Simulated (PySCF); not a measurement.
# Fractional electron number in Os²⁺ (osmium, charge +2)

The 5d beta orbital of [Xe] 4f14 5d6 is emptied in steps (occupation f), with all orbitals relaxed, ending at [Xe] 4f14 5d5. Computed with PySCF 2.14 in def2-SVP with the def2 core potential (60 electrons) (6s3p2d1f, 32 functions), with a scalar-relativistic core potential. The exact energy is a straight line in f; departures are measured from the line between the end points of the same method.

**Question.** Among BHandHLYP, wB97X, BLYP, which shows the largest delocalisation error (convex curve), and which is closest to linear?

**Answer.** Most convex: BLYP (-1.398 eV at f = 0.5); closest to linear: wB97X (-0.372 eV).

```csv
f,BHandHLYP (eV),wB97X (eV),BLYP (eV)
1,0.000,0.000,0.000
0.9,-0.215,-0.129,-0.496
0.7,-0.510,-0.307,-1.166
0.5,-0.617,-0.372,-1.398
0.3,-0.527,-0.314,-1.182
0.1,-0.230,-0.128,-0.510
0,0.000,0.000,0.000
```

```tsv
method	E(f=0) − E(f=1) (eV)	−ε at f=1 (eV)	−ε at f=0.5 (eV)
BHandHLYP	26.670	24.293	26.621
wB97X	26.752	25.336	26.727
BLYP	27.046	21.554	26.998
```

Reference removal energy between the ground levels: 25 ± 1.6 eV (theoretical estimate listed by NIST; NIST Atomic Spectra Database, ionization energies). The calculation has no spin-orbit coupling. The determinant left behind need not be the lowest term of the ion.
